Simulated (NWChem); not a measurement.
System: C$_{4}$H$_{7}$N; SMILES C#C[C@@H](C)N

Here is an NWChem input.

```
start job
memory heap 200 mb stack 900 mb global 1100 mb
geometry units angstroms noautoz
  C     -0.010472     2.230162    -0.130045
  C      0.010355     1.038340     0.082873
  C      0.034808    -0.400684     0.369532
  C     -1.218504    -1.089558    -0.167148
  N      1.216665    -1.004452    -0.231718
  H     -0.030977     3.285987    -0.327177
  H      0.015395    -0.489684     1.479096
  H     -2.128961    -0.647301     0.261016
  H     -1.253167    -0.999298    -1.262020
  H     -1.200937    -2.159726     0.093317
  H      1.282286    -1.978923     0.057576
  H      2.058845    -0.540769     0.103060
end
basis spherical
  * library def2-tzvp
end
dft
  xc m06-2x
  iterations 150
  semidirect filesize 400000000
  mulliken
end
task dft energy
```

Geometry: optimised at PBE0/def2-SVP.

**Question.** Give the results of this calculation. (M06-2X/def2-TZVP.) Quantities: energy (Ha); highest occupied level (eV); orbital gap (eV); dipole (D).

**Answer.** 
| Item | Result |
|---|---|
| energy (Ha) | -211.30 |
| highest occupied level (eV) | -8.55 |
| orbital gap (eV) | 9.89 |
| dipole (D) | 1.54 |
